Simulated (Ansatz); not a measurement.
```xyz
11

C     0.0000   -0.2363   -1.1693
C     0.0000    0.5331    0.0000
C     0.0000   -0.2363    1.1693
H     0.0000    0.3431   -2.0001
H     0.8165   -0.8361   -1.2151
H    -0.8165   -0.8361   -1.2151
H    -0.8088    1.1473    0.0000
H     0.8088    1.1473    0.0000
H     0.0000    0.3431    2.0001
H    -0.8165   -0.8361    1.2151
H     0.8165   -0.8361    1.2151
```

Basis set: def2-TZVP (spherical functions). Correlated methods keep 3 orbitals frozen. Charge 0, multiplicity 1.

Computed with Ansatz (development build ahead of 0.2.0); each method stands on the lowest determinant of its kind that the runs found. Restricted open shells among the atoms or ions are ROHF, correlated in semicanonical orbitals with singles.

Task: Give the atomization energy at this shape (free ground-state atoms in the same class of orbitals less the molecule, no zero-point energy) of singlet C₃H₈ by RHF-MP2, RHF.

Result:

```json
{"method": "RHF-MP2", "atomization energy": "40.76 eV"}
{"method": "RHF", "atomization energy": "32.46 eV"}
```

Caution: no unrestricted run beside it, a lower state can exist; the shape is not the minimum.
